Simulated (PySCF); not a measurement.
**Electronic absorption of Ga(H2O)H3**

Species: Ga(H2O)H3.
Cartesian coordinates in Å at the PBE0-D3(BJ)/def2-SVP level; atoms count from 1:
```xyz
7
GaH5O angstrom
Ga     0.0662   -0.1111   -0.9583
O      0.0804   -0.1249    1.2132
H     -0.8157   -0.1358    1.5730
H      0.4998    0.6660    1.5752
H      1.6305   -0.0638   -1.1454
H     -0.7467    1.2394   -1.1266
H     -0.7145   -1.4699   -1.1311
```

Level of theory: PySCF, TDDFT PBE0/def2-SVPD, vertical, gas phase, core orbitals frozen in the response. Relativistic effects, spin–orbit coupling among them, are left out although an element past zinc is present.

```csv
state,E (eV),λ (nm),ν̃ (cm⁻¹),f,|μ| (D),symmetry,"main configurations (H = HOMO, L = LUMO)"
S1,5.63,220.4,45380,0.0037,0.41,A′,H→L (98%)
S2,5.79,214.2,46680,0.0082,0.61,A″,H-1→L (98%)
S3,7.09,174.8,57220,0.042,1.26,A′,H→L+1 (97%)
S4,7.22,171.8,58220,0.050,1.35,A″,H-1→L+1 (97%)
S5,7.70,161.1,62080,0.0002,0.08,–,"H→L+3 (84%), H-1→L+2 (10%)"
S6,7.74,160.3,62400,0.098,1.83,A′,"H→L+2 (87%), H-1→L+3 (8%)"
S7,7.88,157.3,63590,0.143,2.18,A″,H-1→L+2 (82%)
S8,8.00,155.0,64500,0.059,1.40,A′,H-1→L+3 (89%)
S9,8.40,147.5,67780,0.030,0.96,A″,"H-1→L+4 (52%), H→L+5 (38%)"
S10,8.43,147.1,67990,0.125,1.97,A′,H-2→L (90%)
S11,8.53,145.3,68840,0.125,1.96,A′,"H→L+4 (84%), H-1→L+5 (10%)"
S12,8.86,140.0,71430,0.394,3.43,A″,"H→L+5 (56%), H-1→L+4 (34%)"
S13,8.93,138.9,71990,0.309,3.02,A′,"H-1→L+5 (85%), H→L+4 (8%)"
S14,9.01,137.6,72660,0.059,1.32,A′,H→L+6 (94%)
S15,9.13,135.8,73620,0.0095,0.52,A″,H-1→L+6 (94%)
```

Triplets (Tamm–Dancoff): T1 5.35 eV, H→L (92%); T2 5.50 eV, H-1→L (90%); T3 6.81 eV, H→L+1 (92%); T4 6.93 eV, H-1→L+1 (87%).

The lowest singlet lies at 5.63 eV (220 nm, ultraviolet) and is very weak; its leading configuration is HOMO→LUMO (98%). The strongest level in the table is S12 at 8.86 eV (140 nm, f = 0.394). Löwdin shares by element: HOMO hydrogen 56% or more, gallium 40%; LUMO oxygen 30%, gallium 29%, hydrogen 27% or more. The listed states span 3.50 eV, and the widest gap between neighbours is 1.31 eV (S2 to S3). Weighted by f, the mean energy of these states is 8.47 eV. Of the 15 states listed, 11 reach f = 0.01 and 1 stays under 0.0005. Symmetry labels in Cs follow from the direction of the transition dipole and are given only for states with f of 0.002 or more. Singlets were solved by full linear response, triplets in the Tamm–Dancoff approximation.
